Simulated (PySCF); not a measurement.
H3P.

```xyz
4

P      0.0000     0.0000    -0.1282
H      1.0323     0.5960     0.6412
H      0.0000    -1.1920     0.6412
H     -1.0323     0.5960     0.6412
```

The structure is a stationary point at B3LYP-D3(BJ)/def2-TZVP.

Method: KT2/pcSseg-1 run with PySCF. Non-relativistic, no solvent.

Q: Give the absolute GIAO shielding of each atom: isotropic value and principal components (ppm). (An estimate is asked for; the answer gives what the named calculation found.)

A: 
| atom | σ(iso) | σ11 | σ22 | σ33 | span |
|---|---|---|---|---|---|
| P1 | 597.6 | 555.6 | 618.6 | 618.6 | 63.1 |
| H2 | 29.5 | 25.3 | 26.2 | 36.9 | 11.6 |
| H3 | 29.5 | 25.3 | 26.2 | 36.9 | 11.6 |
| H4 | 29.5 | 25.3 | 26.2 | 36.9 | 11.6 |
